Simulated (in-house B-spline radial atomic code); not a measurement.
## The scandium ion Sc⁷⁺: [Ne] 3s2 3p2

Method: non-relativistic BHandHLYP, spin-polarised, spherical fractional occupations, point nucleus. Calculated with an all-electron radial atomic-structure program (B-spline basis).

Z_r = [3n² - l(l+1)]/(2<r>); Z_e = n√(-2ε); the last column is Slater's effective charge. Values are occupation-weighted means over spin.

| shell | electrons | ε (eV) | <r> (bohr) | Z_r | Z_e | Slater |
| --- | --- | --- | --- | --- | --- | --- |
| 1s | 2 | -4586.3 | 0.07355 | 20.40 | 18.36 | 20.70 |
| 2s | 2 | -630.39 | 0.3427 | 17.51 | 13.61 | 16.85 |
| 2p | 6 | -543.79 | 0.3058 | 16.35 | 12.64 | 16.85 |
| 3s | 2 | -173.57 | 0.973 | 13.88 | 10.72 | 11.15 |
| 3p | 2 | -149.3 | 0.9981 | 12.52 | 9.94 | 11.15 |

The least bound orbital is 3p up at -149.3 eV, and it is also the most diffuse (<r> = 0.9981 bohr).

The density falls to 0.001 bohr⁻³ at 2.233 bohr; Σ<r²> = 5.4282 bohr² gives, by the non-relativistic formula and without the paramagnetism of open shells, a Langevin diamagnetic susceptibility of -4.299×10⁻⁶ cm³/mol.

Caution: exact exchange at fractional occupations of open shells leaves self-interaction of up to several eV.
